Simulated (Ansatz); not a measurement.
BH4NSSi, SMILES `NB1[SiH2]S1`. Charge 0, multiplicity 1.

```tsv
atom	x (Å)	y (Å)	z (Å)
N1	-0.873	0.559	-1.389
B2	-0.288	0.272	-0.171
Si3	0.896	-0.703	1.000
S4	-0.426	0.934	1.503
H5	-1.555	1.288	-1.514
H6	-0.649	0.054	-2.228
H7	0.554	-1.997	1.640
H8	2.341	-0.406	1.158
```

**Question.** What are the harmonic wavenumbers in cm⁻¹ at PBE0-D4/def2-TZVP (Ansatz, finite differences of forces, unscaled)? (Best estimate.)

**Answer.** Ansatz gave: 261, 299, 435, 500, 557, 563, 570, 583, 635, 703, 955, 1009, 1449, 1629, 2227, 2238, 3613, 3715.

**Question.** Is this a minimum?

**Answer.** Yes, all 18 modes are real.

**Question.** Give the ideal-gas thermochemistry at 298.15 K and 1 bar (rigid rotor, harmonic oscillator; point group Cs, symmetry number 1).

**Answer.** Zero-point energy 131.2 kJ/mol; H(298) − E = 147.6 kJ/mol; entropy 305.2 J/(mol·K), of which translation 164.8, rotation 108.8, vibration 31.5; G(298) − E = 56.6 kJ/mol.

**Question.** Rotational constants (cm⁻¹)?

**Answer.** 0.2201, 0.1298, 0.0841.
